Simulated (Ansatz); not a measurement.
C2H7S, SMILES CC[SH2+], charge +1.

Geometry optimised at r2SCAN-D4/def2-SVP. The isomer is the one that the SMILES or the coordinates give; other isomers of the formula were not compared.

Two levels are set side by side: PBE/def2-SVPD (Ansatz, a quantum-chemistry and plane-wave program) and CAM-B3LYP/def2-SVPD (Ansatz). Energy differences of separate SCF runs at the same geometry; the states with an electron removed or added have multiplicity 2 and 2. Differences are taken from unrounded values.

| quantity | CAM-B3LYP |
|---|---|
| vertical ionisation energy (eV) | 17.83 |
| vertical electron affinity (eV) | 4.04 |
| vertical singlet–triplet gap (eV) | 7.13 |

What does PBE give, and how far is it from CAM-B3LYP? (Estimate from the structure and the level; the computed values follow.)


| quantity | PBE | PBE minus CAM-B3LYP |
|---|---|---|
| vertical ionisation energy (eV) | 17.33 | -0.50 |
| vertical electron affinity (eV) | 4.20 | 0.16 |
| vertical singlet–triplet gap (eV) | 6.71 | -0.42 |
